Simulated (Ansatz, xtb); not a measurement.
**Relative energy of two isomers of H2PSSe**

We compare X, `S[P][SeH]`, a doublet, with Y, `SP[Se]`, a doublet. Both are isolated molecules in the gas phase, relaxed with PBE0-D3(BJ)/def2-SVP, each in the lowest conformer that the search found.

Q: Estimate which is lower in electronic energy at CCSD(T)/def2-SVP, and by roughly how much.

A: The CCSD(T)/def2-SVP calculation puts structure X lower, by 1.17 kcal/mol.

How the difference moves with the method:

```tsv
level	geometry	E(Y) − E(X) (kcal/mol)	departure from the last row (kcal/mol)	job, with rough time for the two
GFN2-xTB	GFN2-xTB	−9.00	−10.16	optimisation, 0.32 s
HF/STO-3G	GFN2-xTB	−0.31	−1.48	single point, 1.3 s
r2SCAN-D4/def2-SVP	GFN2-xTB	−0.55	−1.72	single point, 5.9 s
PBE0-D3(BJ)/def2-SVP	PBE0-D3(BJ)/def2-SVP	+0.07	−1.10	optimisation, 71 s
HF/def2-SVP	PBE0-D3(BJ)/def2-SVP	−0.42	−1.59	part of the CCSD(T) run
MP2/def2-SVP	PBE0-D3(BJ)/def2-SVP	+1.28	+0.12	part of the CCSD(T) run
CCSD(T)/def2-SVP	PBE0-D3(BJ)/def2-SVP	+1.17		single point, 23 s
```

As drawn, Y has 1 P–H in place of 1 Se–H.

GFN2-xTB, r2SCAN-D4/def2-SVP put the two in the other order. HF/STO-3G, PBE0-D3(BJ)/def2-SVP, HF/def2-SVP find them nearly level. The largest departure from CCSD(T)/def2-SVP is that of GFN2-xTB, 10.16 kcal/mol.

With harmonic frequencies from PBE0-D3(BJ)/def2-SVP (ideal gas, rigid rotor, one conformer each, 298.15 K, 1 atm): on the last row, ΔE + ΔZPE = +1.81, ΔH = +1.68, ΔG = +1.80 kcal/mol.

Open shells are spin-unrestricted. The correlated steps freeze 19 core orbitals; the filled d shell of Se is correlated, in a basis made for valence electrons. Codes used: Ansatz 0.2.0, xtb 6.7.1; the last row on 1 thread of Intel(R) Xeon(R) 6975P-C (Granite Rapids) on a shared host.
